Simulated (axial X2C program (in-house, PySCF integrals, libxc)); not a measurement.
**Low determinants of IF⁺ at the PBE0 level, 2c**

Computed with an in-house all-electron X2C program for linear molecules (integrals from PySCF). Two-component (2c) means X2C with spin–orbit coupling and atomic mean-field two-electron Coulomb and Gaunt terms. Basis: I dyall-cv3z [11s12p8d4f1g], F dyall-av3z [7s6p3d2f] (cores contracted in-house); Gaussian nuclei, density fitting, unrestricted open shells. Masses: I 126.904 u, F 18.998 u.

Search at 1.846 Å (vertical energies from the lowest determinant):

| ΔE (eV) | state | electrons beyond evenly filled partner blocks | electrons in ±ω = 1/2, 3/2, 5/2, 7/2 |
| --- | --- | --- | --- |
| 0.00 | Ω = 3/2 | ω = 3/2 | 40 17 4 0 |
| 0.72 | Ω = 1/2 | ω = 1/2 | 39 18 4 0 |
| 3.01 | Ω = 1/2 | ω = 1/2 | 41 16 4 0 |
| 3.12 | Ω = 1/2 | 2 × ω = -1/2, ω = 3/2 | 40 17 4 0 |
| 3.65 | Ω = 5/2 | 2 × ω = 1/2, ω = 3/2 | 40 17 4 0 |

Lowest determinant, Ω = 3/2 (⟨Sz⟩ = 0.51, ⟨Lz⟩ = 0.99 at PBE0): Re = 1.840 Å, ωe = 716.7 cm⁻¹.

The determinant in row 2 of the search, Ω = 1/2 (⟨Sz⟩ = -0.49, ⟨Lz⟩ = 0.99 at PBE0), was followed along the bond at PBE0; measured from the minimum of the lowest determinant it gives:

Te = 0.721 eV (5817 cm⁻¹), Re = 1.835 Å, ωe = 724.4 cm⁻¹.

(1) Compare the bond of the determinant in row 2 with that of the lowest one.

The search compares states at one distance, so a state with another bond length can lie lower; it is not exhaustive and yields mostly the lowest determinant of each block pattern, so other components and higher states of one pattern are missing. These are energies of single determinants, not of spin-adapted states; PBE0 term energies can be off by some tenths of an eV, and the functional has no current term. Some points of a curve did not converge.

Results:

(1) At PBE0 its Re is 0.005 Å shorter and its force constant, which goes as ωe², is 1.02 times that of the lowest determinant. T0 ≈ Te + Δωe/2 = 5817 + (4) = 5821 cm⁻¹.
